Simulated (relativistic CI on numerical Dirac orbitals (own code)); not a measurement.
# d4 in a ligand field

Computed with a parametric ligand-field model of a d^n configuration (Racah B and C, spin-orbit zeta, crystal field), exact diagonalisation.

Field parameters in Wybourne normalisation: Oh B⁴₀ = 21Dq, B⁴₄ = √(5/14) B⁴₀; Td as Oh with Dq negative (B⁴₀ = 21Dq, B⁴₄ = √(5/14) B⁴₀). The field is a parameter set, without covalency.

(1) A d4 ion in Oh symmetry has the ground term 3T1 and bands at 5E 9934 cm⁻¹ (1007 nm), 1T2 10504 cm⁻¹ (952 nm), 1E 11969 cm⁻¹ (836 nm), 3E 28690 cm⁻¹ (349 nm), 3T1 29505 cm⁻¹ (339 nm), 3T2 30541 cm⁻¹ (327 nm), 3A1 32504 cm⁻¹ (308 nm). Which parameters reproduce them?

(2) Ground term and bands for B = 330, C = 1160, ζ = 0 cm⁻¹, Td, 10Dq = -2200 cm⁻¹?

(3) Ground term and bands for B = 880, C = 3530, ζ = 0 cm⁻¹, Oh, 10Dq = 4100 cm⁻¹?

(4) Ground term and bands for B = 770, C = 3790, ζ = 0 cm⁻¹, Oh, 10Dq = 5500 cm⁻¹?

(5) Ground term and bands for B = 510, C = 1820, ζ = 0 cm⁻¹, Oh, 10Dq = 7250 cm⁻¹?

## Answers

(1) B = 970, C = 3460, ζ = 0 cm⁻¹, Oh, 10Dq = 31850 cm⁻¹.

(2) Ground term 5T2 with 2.00 electrons in the two orbitals of the cubic e set. Spin-allowed: 5E 2200 cm⁻¹. Lowest spin-forbidden: 3T1 4416 cm⁻¹ (2265 nm), 1A1 5350 cm⁻¹ (1869 nm), 3T2 5411 cm⁻¹ (1848 nm).

(3) Ground term 5E with 1.00 electrons in the two orbitals of the cubic e set. Spin-allowed: 5T2 4100 cm⁻¹ (2439 nm). Lowest spin-forbidden: 3T1 15701 cm⁻¹ (637 nm), 3E 18135 cm⁻¹ (551 nm), 3T1 19323 cm⁻¹ (518 nm).

(4) Ground term 5E with 1.00 electrons in the two orbitals of the cubic e set. Spin-allowed: 5T2 5500 cm⁻¹ (1818 nm). Lowest spin-forbidden: 3T1 15287 cm⁻¹ (654 nm), 3E 18780 cm⁻¹ (532 nm), 3T1 20044 cm⁻¹ (499 nm).

(5) Ground term 5E with 1.00 electrons in the two orbitals of the cubic e set. Spin-allowed: 5T2 7250 cm⁻¹ (1379 nm). Lowest spin-forbidden: 3T1 3859 cm⁻¹ (2591 nm), 1T2 8938 cm⁻¹ (1119 nm), 1E 9627 cm⁻¹ (1039 nm).
